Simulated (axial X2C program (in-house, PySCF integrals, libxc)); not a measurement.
# Br or C: which binds elements of chip processing more strongly?

Computed with an in-house all-electron X2C program for linear molecules (integrals from PySCF), spin-free (one-electron X2C) or two-component (2c: spin–orbit coupling with atomic mean-field Coulomb and Gaunt terms, which also bring small scalar terms), in Dyall basis sets with cores contracted in-house; open shells are unrestricted.

Level CCSD(T), spin-free. Dyall triple-zeta sets: AlBr v3z/cv3z; AlC v3z/v3z; SiBr v3z/cv3z; SiC v3z/v3z; PBr v3z/cv3z; PC v3z/v3z; GaBr cv3z/cv3z; GaC cv3z/v3z; GeBr cv3z/cv3z; GeC cv3z/v3z; AsBr cv3z/cv3z; AsC cv3z/v3z. Frozen shells (counts by l): AlBr Br 3s2p1d, Al 2s1p, 10 electrons correlated; AlC Al 2s1p, C 1s, 7 electrons correlated; SiBr Br 3s2p1d, Si 2s1p, 11 electrons correlated; SiC Si 2s1p, C 1s, 8 electrons correlated; PBr Br 3s2p1d, P 2s1p, 12 electrons correlated; PC P 2s1p, C 1s, 9 electrons correlated; GaBr Br 3s2p1d, Ga 3s2p1d, 10 electrons correlated; GaC Ga 3s2p1d, C 1s, 7 electrons correlated; GeBr Br 3s2p1d, Ge 3s2p1d, 11 electrons correlated; GeC Ge 3s2p1d, C 1s, 8 electrons correlated; AsBr Br 3s2p1d, As 3s2p1d, 12 electrons correlated; AsC As 3s2p1d, C 1s, 9 electrons correlated. Coupled cluster in natural virtuals with an MP2 remainder. Where the outer core of a metal is frozen, bonds come out longer and ionisation energies lower.

Diatomic bonds are a first guide to the radicals met in plasma etching, cleaning and deposition, though surfaces and higher halides or oxides behave in their own way.

| element M | state of MBr | Re MBr (Å) | D0 MBr (eV) | state of MC | Re MC (Å) | D0 MC (eV) |
| --- | --- | --- | --- | --- | --- | --- |
| Al | M_S = 0, Λ = 0 | 2.316 | 4.45 | M_S = 3/2, Λ = 0 | 1.978 | 3.24 |
| Si | M_S = 1/2, Λ = 1 | 2.242 | 3.59 | M_S = 1, Λ = 1 | 1.723 | 3.97 |
| P | M_S = 1, Λ = 0 | 2.197 | 2.54 | M_S = 1/2, Λ = 0 | 1.561 | 4.78 |
| Ga | M_S = 0, Λ = 0 | 2.380 | 4.20 | M_S = 3/2, Λ = 0 | 2.023 | 2.97 |
| Ge | M_S = 1/2, Λ = 1 | 2.337 | 3.39 | M_S = 1, Λ = 1 | 1.804 | 3.46 |
| As | M_S = 1, Λ = 0 | 2.315 | 2.44 | M_S = 1/2, Λ = 0 | 1.671 | 3.91 |

Q: Work out the energy at 0 K of MBr + C → MC + Br for each element.

A: ΔE = D0(MBr) − D0(MC) at CCSD(T), spin-free: Al 1.21, Si -0.38, P -2.24, Ga 1.23, Ge -0.07, As -1.47 eV (negative: the exchange gives off energy).

Q: For which element is the exchange to C most and for which least favourable, and what is the energy of PBr + GaC → PC + GaBr?

A: P most (-2.24 eV), Ga least (1.23 eV; too close to rank against Al). The atoms cancel in the double exchange: ΔE = -2.24 − (1.23) = -3.47 eV, a figure less sensitive to errors in the atoms than D0 itself.

Each entry is the lowest single determinant of a limited PBE0 search at one distance. D0 = De minus the zero-point energy; De goes to single-determinant-based atoms at the same level (for ions the charge split of lowest energy) and is withheld (n/a) where an atom does not fit its ground term or J level. Main or longest-lived isotopes. One determinant is a doubtful description, or other states lie close, for SiC, PBr, PC, GeC, AsBr, AsC; these need not be ground states, and all values refer to the states named. Spin-free values lack the spin–orbit lowering of the atoms, a third of the ²P splitting for halogens (0.036 eV for Cl, 0.152 eV for Br from NIST levels). These D0 were not checked against measured values; triple-zeta sets, frozen cores and single determinants leave errors of some tenths of an eV, more for transition metals.
